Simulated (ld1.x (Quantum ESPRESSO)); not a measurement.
# hydrogen (H): variants of one RRKJ potential

Base potential:

H (Z = 1), norm-conserving RRKJ (Kleinman–Bylander form), made with ld1.x (Quantum ESPRESSO) 7.5 (PBEsol, scalar-relativistic). Core none, reference 1s1. Waves: 1s (bound): rc 1.50 bohr. Local part: the s channel. Core correction: none.

Cutoffs, loose and tight: the cutoffs (Ry, on a coarse ladder) from which the occupation-weighted sum of valence levels, in a spherical-Bessel basis at the reference potential, stays within 10 and 1 mRy of its value at 400 Ry. They do not see the model core or the augmentation charge, which bear on the density cutoff. Test errors are all-electron minus pseudo excitation energies from the reference, over the configurations 1s0.5. A dash means not determined; rows that change the core or the reference have their own tests.

```tsv
change	outcome	cutoff, loose	cutoff, tight	bound ghosts
base	generated	18 Ry	30 Ry	none
wave 1s (bound): rc 1.50 bohr becomes 1s (bound): rc 1.00 bohr	generated	25 Ry	45 Ry	none
wave 1s (bound): rc 1.50 bohr becomes 1s (bound): rc 1.42 bohr	generated	18 Ry	30 Ry	none
wave 1s (bound): rc 1.50 bohr becomes 1s (bound): rc 1.54 bohr	generated	18 Ry	30 Ry	none
wave 1s (bound): rc 1.50 bohr becomes 1s (bound): rc 1.68 bohr	generated	15 Ry	21 Ry	none
wave 1s (bound): rc 1.50 bohr becomes 1s (bound): rc 1.78 bohr	generated	15 Ry	21 Ry	none
wave 1s (bound): rc 1.50 bohr becomes 1s (bound): rc 1.96 bohr	generated	12 Ry	18 Ry	none
wave 1s (bound): rc 1.50 bohr becomes 1s (bound): rc 2.08 bohr	generated	12 Ry	18 Ry	none
wave 1s (bound): rc 1.50 bohr becomes 1s (bound): rc 2.26 bohr	generated	10 Ry	15 Ry	none
```

What comes out with this change to the base: wave 1s (bound): rc 1.50 bohr becomes 1s (bound): rc 1.22 bohr?

outcome: generated; cutoff, loose: 21 Ry; cutoff, tight: 35 Ry; bound ghosts: none.

What comes out with this change to the base: wave 1s (bound): rc 1.50 bohr becomes 1s (bound): rc 1.10 bohr?

outcome: generated; cutoff, loose: 21 Ry; cutoff, tight: 40 Ry; bound ghosts: none.

Reading the sweep of the s radius (base included, trends over the rows without a ghost): The loose cutoff falls from 25 Ry at 1 to 10 Ry at 2.26 bohr. A larger radius leaves more room for a smooth pseudo-wave, so fewer plane waves are needed; a smaller one forces it to follow the all-electron wave where it bends sharply.
